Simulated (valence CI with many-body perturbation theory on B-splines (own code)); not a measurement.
**Ge X: fill in the table**

Computed by relativistic CI+MBPT: five valence electrons over a frozen Dirac-Fock core [Ar], a basis of 7 s, 7 p, 8 d, 6 f, 4 g, 1 h functions for each j, with the one-electron correlation potential Σ1, the two-electron term Σ2, the three-electron term Σ3, Breit, model QED; selected CI, second order for the rest, scaled by the run's own slope (own B-spline code, finite nucleus).

No measured levels were compared; by estimate terms of the open shell hold to 2 to 4 % of their energy, and close levels can change places. Only levels of the ground parity were solved; by the run's estimate the other parity begins above the list, which can be wrong where configurations are misplaced.

| Level | E (cm⁻¹) |
| --- | --- |
| 3d⁵ ⁶S_5/2 | 0.0 |
| 3d⁵ ⁴G_5/2 | 57972 |
| 3d⁵ ⁴G_11/2 | 58020 |
| 3d⁵ ⁴G_7/2 | 58273 |
| 3d⁵ ⁴G_9/2 | ? |
| 3d⁵ ⁴P_5/2 | ? |
| 3d⁵ ⁴P_3/2 | ? |
| 3d⁵ ⁴P_1/2 | 65633 |
| 3d⁵ ⁴D_7/2 | ? |
| 3d⁵ ⁴D_1/2 | 71834 |
| 3d⁵ ⁴D_5/2 | ? |
| 3d⁵ ⁴D_3/2 | ? |
| 3d⁵ ²I_11/2 | 83822 |
| 3d⁵ ²I_13/2 | 84447 |
| 3d⁵ ²D_5/2 [a] | 89044 |
| 3d⁵ ²D_3/2 [a] | 91531 |
| 3d⁵ ²F_7/2 [a] | 94233 |
| 3d⁵ ⁴F_9/2 | 95779 |
| 3d⁵ ⁴F_5/2 | 96810 |
| 3d⁵ ⁴F_7/2 | 97496 |

Names give the largest LS component (configuration and term), which can be under half, so a name can repeat, a term be missing and a line seem to break the LS rules; names also repeat where a configuration has a term twice. Letters in brackets count levels of one name in rising energy.

Problem. The levels stand in rising order. What does the calculation give for the missing energies?

Solution. 3d⁵ ⁴G_9/2 58323; 3d⁵ ⁴P_5/2 63701; 3d⁵ ⁴P_3/2 64586; 3d⁵ ⁴D_7/2 70523; 3d⁵ ⁴D_5/2 72495; 3d⁵ ⁴D_3/2 72510.
